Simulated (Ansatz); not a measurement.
`CC[Si]O` → `[CH2]` (triplet) + `C[Si]O` at 500 K and 1 bar (formal loss of a carbene).

Gas-phase electronic energies from Ansatz, PBE0-D4/def2-TZVP geometries. CCSD(T)/CBS is the MP2 limit (def2-TZVPP, def2-QZVPP) plus CCSD(T) − MP2 in def2-TZVPP, frozen cores. This one scheme is used for every species. Triplets are unrestricted, without spin–orbit coupling. One conformer a species, not always the lowest.

```tsv
species	CCSD(T)/CBS energy (Eh)	H − E (kJ/mol)	S (J/(mol·K))
`CC[Si]O`	-443.97447	246.7	371.7
`[CH2]` (triplet)	-39.09499	62.7	213.9
`C[Si]O`	-404.71755	161.9	333.3
```

H − E and S are ideal-gas, rigid-rotor, harmonic terms from PBE0-D4/def2-TZVP, for one conformer and one mirror image of each species, with the whole ground term of open shells counted as degenerate. 1 Eh = 2625.50 kJ/mol, R = 8.31446 J/(mol·K).

Task: By hand: ΔE, ΔH, ΔS and ΔG.

Result: ΔE = (-39.09499) + (-404.71755) − (-443.97447) = 0.16193 Eh = 425.1 kJ/mol. Δ(H − E) = 62.7 + 161.9 − 246.7 = -22.1, so ΔH = 403.0 kJ/mol. ΔS = 213.9 + 333.3 − 371.7 = 175.5 J/(mol·K). ΔG = 403.0 − 500 × (175.5)/1000 = 315.2 kJ/mol.

Task: By hand: the equilibrium constant, and the temperature at which ΔG would vanish if ΔH and ΔS stayed fixed.

Result: log₁₀ K = −ΔG/(RT ln 10) = -32.9. ΔG = 0 at ΔH/ΔS = 2296 K.

The number of gas molecules changes by +1, which sets the sign of ΔS. A doubt of 5 kJ/mol in ΔE shifts log₁₀ K by 0.5 here. Other conformers and mirror images would add mixing entropy, several J/(mol·K) or more a flexible species. A triplet takes part, so the spin changes. These are equilibria of isolated gas molecules and say nothing of rates. Largest T1 diagnostic: 0.014 (customary marks: 0.02 for closed shells, 0.045 for open ones).
